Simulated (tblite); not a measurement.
Calculated harmonic vibrations of the isolated species, GFN2-xTB (tblite), most abundant isotopes, no scaling. This tight-binding method is rough: wavenumbers can miss measured ones by several per cent, in bad cases by 10 to 20. One conformer each. Open shells enter through the occupations alone, without spin polarisation, and single modes of such species can be off by tens of per cent. Thermal functions are those of the rigid rotor and harmonic oscillator, without mixing of conformers.

Task: Order these by their ideal-gas entropy at 200 K and 1 bar, highest first (cal/(mol K)).
A. `C#C[C@@H]1CO[C](F)O[C@@H]1F` [radical]
B. `[CH]1CC(C1)=CF` [radical]
C. `C([C@@H]1[Si](O)CCC1)#N` [radical]
D. `C#Cc1cocc(F)c1=O`
E. `FC(C(F)(F)[C@@H]([O])O)(F)F` [radical]

Result: E (87.1), A (85.1), C (81.4), D (79.5), B (72.8).

| SMILES | atoms | mass (u) | symmetry number | modes under 300 cm⁻¹ | ZPE (kcal/mol) | S translation (cal/(mol K)) | S rotation | S vibration | S spin | S | Cp |
| --- | --- | --- | --- | --- | --- | --- | --- | --- | --- | --- | --- |
| [O][C@@H](O)C(F)(F)C(F)(F)F | 12 | 165.00 | 1 | 6 | 34.8 | 39.3 | 28.0 | 18.5 | 1.4 | 87.1 | 28.7 |
| C#C[C@@H]1CO[C](F)O[C@@H]1F | 15 | 147.03 | 1 | 5 | 61.2 | 38.9 | 28.2 | 16.7 | 1.4 | 85.1 | 26.5 |
| N#C[C@H]1CCC[Si]1O | 16 | 126.04 | 1 | 7 | 77.0 | 38.5 | 27.3 | 14.3 | 1.4 | 81.4 | 25.2 |
| C#Cc1cocc(F)c1=O | 13 | 138.01 | 1 | 5 | 48.9 | 38.7 | 28.2 | 12.5 | 0.0 | 79.5 | 25.0 |
| FC=C1C[CH]C1 | 12 | 85.05 | 1 | 4 | 56.4 | 37.3 | 25.2 | 9.0 | 1.4 | 72.8 | 18.2 |

Entropies and Cp are for 200 K and 1 bar.
